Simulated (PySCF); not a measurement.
## Correlation energy of Tc²⁺ (technetium, charge +2)

[Kr] 4d4 5s1, high-spin 6D determinant (an excited configuration). Calculation: PySCF 2.14, in aug-cc-pVDZ-PP with ECP28MDF (5s5p4d2f, 54 functions); a scalar-relativistic core potential. Frozen: 4s2 4p6; 5 electrons correlated.

```json
{"level": "CCSD", "correlation energy (mhartree)": "-45.22"}
{"level": "(T)", "correlation energy (mhartree)": "-0.28"}
{"level": "CCSD(T)", "correlation energy (mhartree)": "-45.50"}
```

Diagnostics: T1 = 0.0040, D1 = 0.0092, largest double amplitude 0.020.

Problem. Is a single reference adequate?

Solution. Yes, within this model without spin-orbit coupling: T1 lies below 0.03 and no double amplitude reaches 0.07.
